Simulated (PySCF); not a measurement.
Al2(mu-OMe)2(H)4, C2H10Al2O2, singlet (GFN2-xTB optimised geometry):

```
16

Al    -0.336    -1.413     0.000
Al    -1.620     0.320     1.708
O     -0.943     0.321     0.000
C     -0.818     1.358    -0.958
H      0.084     1.200    -1.552
H     -1.685     1.367    -1.621
H     -0.751     2.321    -0.447
H      1.207    -1.413     0.000
H     -1.207    -2.321    -0.894
O     -1.012    -1.413     1.708
C     -1.137    -2.451     2.667
H     -2.037    -2.291     3.263
H     -1.206    -3.413     2.156
H     -0.269    -2.460     3.327
H     -0.749     1.228     2.602
H     -3.164     0.320     1.708
```

Calculation: CAM-B3LYP/def2-TZVP run with PySCF.

Task: What are the frontier orbital energies and the dipole moment?

Result: HOMO-2 -10.38 eV, HOMO-1 -9.48 eV, HOMO -8.97 eV, LUMO 0.52 eV, LUMO+1 1.67 eV; dipole moment 0.00 D.

On the same geometry PySCF 2.14.0 with PBE/def2-TZVP gives HOMO-2 -7.40 eV, HOMO-1 -6.74 eV, HOMO -6.25 eV, LUMO -1.14 eV, LUMO+1 -0.01 eV; dipole moment 0.00 D.

Meta-Löwdin charges at CAM-B3LYP/def2-TZVP: Al1 0.70, Al2 0.70, O3 -0.60, C4 -0.10, H5 0.12, H6 0.12, H7 0.12, H8 -0.18, H9 -0.18, O10 -0.60, C11 -0.10, H12 0.12, H13 0.12, H14 0.12, H15 -0.18, H16 -0.18.
